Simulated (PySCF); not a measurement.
# A ladder of Hamiltonians for Cd⁴⁶⁺ (cadmium, charge +46)

Occupied: 1s1/2. Hartree-Fock calculated with PySCF 2.14 in an even-tempered Gaussian basis (19 s from 8.1 bohr⁻², ratio 2.3; 14 p from 9.7 bohr⁻², ratio 2.3), Gaussian nucleus throughout. NR is non-relativistic, sf-X2C the spin-free one-electron X2C Hamiltonian, X2C adds the bare one-electron spin-orbit term, X2C-SNSO screens it by Boettger's factors, DC is four-component Dirac-Coulomb, and the Gaunt and Breit terms are added at first order (total energies over the DC spinors, levels after relaxing the spinors in that mean field). QED terms are absent. Levels marked empty are virtual spinors of this ion.

```csv
level (eV),NR,sf-X2C,X2C,X2C-SNSO
1s1/2,-30535.0,-31500.4,-31500.4,-31500.4
2s1/2 (empty),-7323.8,-7613.7,-7613.7,-7613.7
2p1/2 (empty),-7234.7,-7355.5,-7517.8,-7514.2
2p3/2 (empty),-7234.7,-7355.5,-7282.1,-7283.6
3s1/2 (empty),-3233.7,-3334.9,-3334.9,-3334.9
```

Question: Where do the four-component calculations put these levels?

Answer: 1s1/2: DC -31520.1, DC+Gaunt -31479.8, DC+Breit -31479.8; 2s1/2 (empty): DC -7615.7, DC+Gaunt -7611.3, DC+Breit -7611.8; 2p1/2 (empty): DC -7512.9, DC+Gaunt -7503.7, DC+Breit -7505.1; 2p3/2 (empty): DC -7285.1, DC+Gaunt -7280.4, DC+Breit -7281.8; 3s1/2 (empty): DC -3335.5, DC+Gaunt -3334.2, DC+Breit -3334.4 (eV).

```
Hamiltonian  E (hartree)  E − E(DC) (hartree)  CPU seconds
         NR   -2274.0574              73.8516          0.5
     sf-X2C   -2347.1752               0.7338         0.29
        X2C   -2347.1752               0.7338         0.29
   X2C-SNSO   -2347.1752               0.7338         0.29
         DC   -2347.9090               0.0000          5.5
   DC+Gaunt   -2346.4096               1.4994          9.5
   DC+Breit   -2346.4096               1.4994           83
```

Weight of the small component: 1s1/2 0.0313, 2s1/2 0.00748, 2p1/2 0.00744, 2p3/2 0.00720, 3s1/2 0.00328.

Koopmans' value for the highest occupied level at DC+Breit: 31479.8 eV, against an ionisation energy of 31451.1 eV (theoretical estimate listed by NIST; NIST Atomic Spectra Database, ionization energies); the former lacks relaxation, correlation, QED and recoil.

The whole ladder took 100 s of wall time on 1 thread of Neoverse-N1 (shared host), launched as `OMP_NUM_THREADS=1 python relrun2.py TASK.json OUT` (a driver that calls PySCF for each Hamiltonian).

Dirac-Coulomb iterations, started from the X2C spinors:

```
with_ssss True, with_gaunt False, with_breit False
light speed = 137.03599967994
init E= -2337.44463975892
cycle= 1 E= -2347.90895538833  delta_E= -10.5  |g|= 0.772  |ddm|= 0.0313
cycle= 2 E= -2347.90899882916  delta_E= -4.34e-05  |g|= 0.00176  |ddm|= 0.000146
cycle= 3 E= -2347.90899882965  delta_E= -4.86e-10  |g|= 3.96e-06  |ddm|= 1.17e-06
```
